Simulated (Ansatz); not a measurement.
Consider the redistribution: `C[SiH2][SiH2]N` + `C[NH][GeH]([Cl])[Cl]` → `CN[SiH2][SiH2]N` + `[CH3][GeH]([Cl])[Cl]`.

Gas-phase electronic energies from Ansatz, PBE0-D4/def2-TZVP geometries. CCSD(T)/CBS adds triple-zeta CCSD(T) − MP2 to the extrapolated MP2 energy (def2 sets, frozen cores). For Ge outer-core shells are correlated without core-valence functions, which leaves a few kJ/mol of doubt a bond. Scalar relativity is left out up to krypton. Each species was taken in one conformer, which may not be the lowest.

| species | HF/def2-TZVPP energy (Eh) |
| --- | --- |
| `C[SiH2][SiH2]N` | -675.51638 |
| `C[NH][GeH]([Cl])[Cl]` | -3089.76354 |
| `CN[SiH2][SiH2]N` | -730.57852 |
| `[CH3][GeH]([Cl])[Cl]` | -3034.71118 |

**Question.** Work out ΔE.

**Answer.** ΔE = (-730.57852) + (-3034.71118) − (-675.51638) − (-3089.76354) = -0.00978 Eh = -25.7 kJ/mol. CCSD(T)/CBS gives -24.1 kJ/mol.

Largest T1 diagnostic among the species: 0.011.
